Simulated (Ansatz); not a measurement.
This singlet lies 1.90 eV below the relaxed triplet at the level frozen-core CCSD(T)/cc-pVTZ // PBE0-D3(BJ)/def2-SVP (Ansatz, a first-principles code).

Species: CH₅NSi, SMILES `C[Si]N` (lower singlet; C–Si–N–H torsion 179°) (charge 0, multiplicity 1).

### Question
Give a relaxed geometry from PBE0-D3(BJ)/def2-SVP in Ansatz.

### Answer
Several could match; the one computed here: the end point of this relaxation, one of several conformers (outside a Z-matrix the atoms follow the SMILES, hydrogens last).
Z-matrix (Å, degrees):
```
C
H 1 1.1030
H 1 1.1037 2 108.50
H 1 1.1053 2 108.22 3 114.09
Si 1 1.9154 2 115.61 4 122.07
N 5 1.7193 1 98.79 2 -7.07
H 6 1.0149 5 121.79 1 -179.27
H 6 1.0174 7 111.78 5 -179.95
```
